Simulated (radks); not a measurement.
Cl, 17 electrons, occupied as [Ne] 3s2 3p5.

All-electron calculation, Dirac Kohn-Sham, SOGGA, spin-unpolarised, spherical densities, point nucleus; open shells fill j = l - 1/2 first. Program: a radial shooting solver on a logarithmic mesh with Libxc functionals.

Energy parts (eV):
| part | energy |
|---|---|
| total | -12534.301 |
| kinetic | 12599.473 |
| electron-nucleus | -29927.173 |
| Hartree | 5534.853 |
| exchange-correlation | -741.454 |

Orbitals (lengths in bohr, moments of r in powers of bohr; <r^-3> diverges for s and p1/2; r(90%) holds 90 % of the orbital's charge):
orbital  occ.  eigenvalue (eV)  <r^-3>  r(90%)      <r^4>
1s1/2       2        -2746.253       -   0.163  0.0003215
2s1/2       2        -252.0139       -   0.696    0.09970
2p1/2       2        -192.3449       -   0.674    0.09016
2p3/2       4        -190.6516   101.2   0.677    0.09198
3s1/2       2         -20.5236       -    2.34      12.95
3p1/2       2          -8.5532       -    2.92      32.66
3p3/2       3          -8.4293   7.461    2.93      33.45

The highest occupied level is 3p3/2 at -8.429 eV. For comparison, the ionisation energy in NIST's Atomic Spectra Database is 12.968 eV (measured). In exact Kohn-Sham theory the highest level is minus the ionisation energy, but local and semilocal functionals leave it too shallow, through self-interaction and a potential that decays too fast; potentials with the right tail come closer. Summed over all electrons, <r^2> = 27.73 bohr^2, which gives a Langevin (diamagnetic) susceptibility term of -22 x 10^-6 cm^3/mol.

Beside tabulated values, note that spin-unpolarised runs miss the spin-polarisation part of the exchange energy of open shells.
